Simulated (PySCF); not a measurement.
The dipole of `CC(C)(C)P1CCC=C1F` from its density and from atomic charges.

Coordinates (GFN2-xTB, Å) and charges (e) from the PBE0/pcSseg-1 density (PySCF):

```json
{"atom": "C1", "x": "0.778", "y": "-0.583", "z": "-1.200", "Mulliken": "-0.1426", "IAO": "-0.4154", "Hirshfeld": "-0.1259", "ESP-fitted": "-0.5767"}
{"atom": "C2", "x": "1.149", "y": "0.123", "z": "0.099", "Mulliken": "-0.7608", "IAO": "-0.1011", "Hirshfeld": "-0.0126", "ESP-fitted": "+0.6971"}
{"atom": "C3", "x": "1.921", "y": "1.408", "z": "-0.204", "Mulliken": "-0.1595", "IAO": "-0.4202", "Hirshfeld": "-0.1252", "ESP-fitted": "-0.4862"}
{"atom": "C4", "x": "2.003", "y": "-0.794", "z": "0.975", "Mulliken": "-0.1508", "IAO": "-0.4160", "Hirshfeld": "-0.1236", "ESP-fitted": "-0.6609"}
{"atom": "P5", "x": "-0.338", "y": "0.652", "z": "1.164", "Mulliken": "+0.4677", "IAO": "+0.4522", "Hirshfeld": "+0.1455", "ESP-fitted": "-0.3778"}
{"atom": "C6", "x": "-1.478", "y": "-0.833", "z": "1.104", "Mulliken": "-0.4647", "IAO": "-0.4419", "Hirshfeld": "-0.1085", "ESP-fitted": "-0.0326"}
{"atom": "C7", "x": "-2.478", "y": "-0.699", "z": "-0.056", "Mulliken": "-0.1539", "IAO": "-0.2554", "Hirshfeld": "-0.0657", "ESP-fitted": "-0.0654"}
{"atom": "C8", "x": "-2.384", "y": "0.689", "z": "-0.598", "Mulliken": "-0.1805", "IAO": "-0.2050", "Hirshfeld": "-0.0702", "ESP-fitted": "-0.2002"}
{"atom": "C9", "x": "-1.383", "y": "1.417", "z": "-0.124", "Mulliken": "+0.0566", "IAO": "+0.0785", "Hirshfeld": "+0.0270", "ESP-fitted": "+0.2933"}
{"atom": "F10", "x": "-1.148", "y": "2.686", "z": "-0.510", "Mulliken": "-0.2760", "IAO": "-0.2674", "Hirshfeld": "-0.0854", "ESP-fitted": "-0.2054"}
{"atom": "H11", "x": "0.147", "y": "0.048", "z": "-1.824", "Mulliken": "+0.1318", "IAO": "+0.1411", "Hirshfeld": "+0.0302", "ESP-fitted": "+0.1122"}
{"atom": "H12", "x": "1.686", "y": "-0.809", "z": "-1.758", "Mulliken": "+0.1138", "IAO": "+0.1373", "Hirshfeld": "+0.0392", "ESP-fitted": "+0.1282"}
{"atom": "H13", "x": "0.259", "y": "-1.519", "z": "-1.012", "Mulliken": "+0.1092", "IAO": "+0.1293", "Hirshfeld": "+0.0347", "ESP-fitted": "+0.1579"}
{"atom": "H14", "x": "2.849", "y": "1.178", "z": "-0.726", "Mulliken": "+0.1121", "IAO": "+0.1359", "Hirshfeld": "+0.0403", "ESP-fitted": "+0.1127"}
{"atom": "H15", "x": "1.335", "y": "2.077", "z": "-0.831", "Mulliken": "+0.1300", "IAO": "+0.1443", "Hirshfeld": "+0.0321", "ESP-fitted": "+0.1380"}
{"atom": "H16", "x": "2.167", "y": "1.933", "z": "0.719", "Mulliken": "+0.1220", "IAO": "+0.1413", "Hirshfeld": "+0.0361", "ESP-fitted": "+0.1241"}
{"atom": "H17", "x": "1.473", "y": "-1.714", "z": "1.215", "Mulliken": "+0.1100", "IAO": "+0.1310", "Hirshfeld": "+0.0355", "ESP-fitted": "+0.1835"}
{"atom": "H18", "x": "2.924", "y": "-1.059", "z": "0.457", "Mulliken": "+0.1154", "IAO": "+0.1381", "Hirshfeld": "+0.0412", "ESP-fitted": "+0.1498"}
{"atom": "H19", "x": "2.264", "y": "-0.297", "z": "1.907", "Mulliken": "+0.1221", "IAO": "+0.1415", "Hirshfeld": "+0.0361", "ESP-fitted": "+0.1613"}
{"atom": "H20", "x": "-2.012", "y": "-0.844", "z": "2.058", "Mulliken": "+0.1637", "IAO": "+0.1560", "Hirshfeld": "+0.0390", "ESP-fitted": "+0.1037"}
{"atom": "H21", "x": "-0.903", "y": "-1.758", "z": "1.055", "Mulliken": "+0.1505", "IAO": "+0.1447", "Hirshfeld": "+0.0409", "ESP-fitted": "+0.0197"}
{"atom": "H22", "x": "-3.495", "y": "-0.902", "z": "0.287", "Mulliken": "+0.1403", "IAO": "+0.1480", "Hirshfeld": "+0.0449", "ESP-fitted": "+0.0524"}
{"atom": "H23", "x": "-2.262", "y": "-1.416", "z": "-0.854", "Mulliken": "+0.1356", "IAO": "+0.1427", "Hirshfeld": "+0.0411", "ESP-fitted": "+0.0527"}
{"atom": "H24", "x": "-3.087", "y": "1.037", "z": "-1.338", "Mulliken": "+0.1080", "IAO": "+0.1604", "Hirshfeld": "+0.0526", "ESP-fitted": "+0.1186"}
```

Question: Form Σ q r in debye for every column and set it beside the full dipole.

Answer: The full density gives (-0.18, -2.39, -0.63) D, 2.47 D in size; dipole vectors point from the negative to the positive end.

| scheme | μx | μy | μz | size (D) | share of the full size (%) | angle to the full dipole (°) |
| --- | --- | --- | --- | --- | --- | --- |
| Mulliken | 0.78 | -3.22 | 1.46 | 3.63 | 147 | 42 |
| IAO | 0.24 | -2.28 | 1.90 | 2.98 | 120 | 55 |
| Hirshfeld | -0.27 | -0.85 | 0.78 | 1.19 | 48 | 57 |
| ESP-fitted | -0.16 | -2.43 | -0.58 | 2.50 | 101 | 1 |

Question: Which set comes closest?

Answer: Length of the difference vector: ESP-fitted 0.07 D, Hirshfeld 2.09 D, Mulliken 2.45 D, IAO 2.57 D. Closest: ESP-fitted. ESP charges are fitted to the potential around the molecule, whose slowest-falling term is the dipole's. 

Question: What is left for the Hirshfeld atoms' own dipoles?

Answer: The shares of the density sum to the whole, so what Σ q r misses lies in dipoles about the nuclei. The atomic dipoles sum to (-0.18, -2.39, -0.63) − (-0.27, -0.85, 0.78) = (0.09, -1.54, -1.41) D, 2.09 D in size.

Question: With the origin at the mean of the coordinates, (0.000, 0.001, 0.000) Å, which are the largest single terms, by size, of the Mulliken dipole along the direction of the full one?

Answer: F10 +3.15, P5 -2.02, C6 -1.40, H16 -1.29, H15 -1.18 D; all 24 atoms together +2.68 D. The single terms depend on the origin, their sum doesn't.

Question: Give the size of the full dipole in other units.

Answer: 2.47 D = 0.974 au = 0.515 e·Å = 8.25 × 10⁻³⁰ C·m.

Isolated species at its GFN2-xTB geometry, gas phase.
